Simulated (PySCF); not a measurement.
HSi, SMILES [SiH] (connectivity only; charge and spin as stated), charge +1, multiplicity 1.

Coordinates come from a r2SCAN-D4/def2-TZVPD optimisation.

Computed with r2SCAN-D4/def2-TZVPD run with PySCF 2.14.0.

Frequencies are harmonic and unscaled.

Give all harmonic wavenumbers and intensities. (The exact figures need the calculation; the answer reports its results.)


| mode | ν (cm⁻¹) | IR (km/mol) | Raman (Å⁴/amu) | depolarisation | moving atoms (share of kinetic energy) |
|---|---|---|---|---|---|
| 1 | 2113 | 74.1 | 168.2 | 0.30 | H 97 % |
